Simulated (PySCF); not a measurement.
borohydride (BH4), SMILES [BH4-], charge -1. Atoms are numbered in the order given.

```xyz
5

B      0.0000     0.0000     0.0000
H      0.7170    -0.7170    -0.7170
H     -0.7170    -0.7170     0.7170
H     -0.7170     0.7170    -0.7170
H      0.7170     0.7170     0.7170
```
Charge -1, spin multiplicity 1.

Geometry optimised at ωB97X-D3(BJ)/def2-TZVPD.

Level of theory: B3LYP/pcSseg-2 (PySCF).

GIAO shieldings, no solvent; atoms alike by connectivity are averaged. δ = σ(ref) − σ: ¹¹B against BF3 (σ = 86.3 ppm); ¹H against TMS (σ = 31.68 ppm), references at their B3LYP-D3(BJ)/def2-TZVP geometries, non-relativistic.

**Question.** Estimate the chemical shifts. (Estimate from the structure and the level; the computed values follow.)

**Answer.** 
```
nucleus           atoms  count  δ (ppm)
-------  --------------  -----  -------
¹¹B                  B1      1    -64.1
¹H       H2, H3, H4, H5      4    -0.19
```
